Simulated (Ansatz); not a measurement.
A made-up structure of SiH₃S₂O (charge +1), closed shell:

```csv
atom,x (Å),y (Å),z (Å)
S1,-1.6225,-1.3539,-0.0623
Si2,0.2708,-0.9545,0.5464
O3,1.0496,0.3519,0.0758
S4,0.4887,1.4782,-1.0615
H5,1.0444,-1.8326,1.4280
H6,-1.6221,-0.1773,-0.7513
H7,1.3385,0.3867,1.0011
```

It is relaxed with PBE-D4/def2-SVP and then PBE0-D4/def2-TZVP (Ansatz 0.2.0). Atoms count as bonded within 1.22 times the sum of their covalent radii (H–H: 0.88 Å). The end point is not checked to be a true minimum.

(1) Does its bonding change? (Judge from chemistry; the calculation decides.)

Answers

(1) Computed: Yes. Formed: S4–H6; broken: S1–H6.

Where it ends: The first stage lowers the energy by 2.96 eV in 35 steps. It ends as SiH₃S₂O ([S][SiH][OH][SH]), total charge +1:
S1  (-1.453, -2.240, -0.157)
Si2  (0.056, -1.483, 0.706)
O3  (0.653, 0.119, 0.142)
S4  (0.095, 0.981, -1.268)
H5  (1.044, -1.682, 1.780)
H6  (-0.862, 1.648, -0.593)
H7  (1.414, 0.556, 0.566)
(Å)

Labels in which every atom is bracketed show which atoms are joined, not bond orders.

For scale, one of the runs: PBE0-D4/def2-TZVP relaxation, 160 basis functions, launched by `ansatz run in.yaml --threads 2 --pin off --events-out ev --progress --plain --max-ram 4352MiB`. Hardware: 2 CPU threads of an Arm Neoverse V1, shared host. Wall time about 38 s.
